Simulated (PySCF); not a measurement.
# Electron correlation in Fe (iron, neutral)

[Ar] 3d7 4s1, 4s spin antiparallel (an excited configuration). Computed with PySCF 2.14 in aug-cc-pVTZ (8s7p5d3f2g, 93 functions), with no relativity, point nucleus. Frozen: [Ar]; 8 electrons correlated.

MP2 pair energies summed by pair of shells (mhartree):

| pair | energy | share (%) |
| --- | --- | --- |
| 3d-3d | -211.49 | 90.7 |
| 3d-4s | -21.60 | 9.3 |

Total MP2 correlation energy: -233.09 mhartree.

Same-spin part -94.03 and opposite-spin part -139.06 mhartree; SCS-MP2 scales them by 1/3 and 6/5 to -198.21 mhartree.
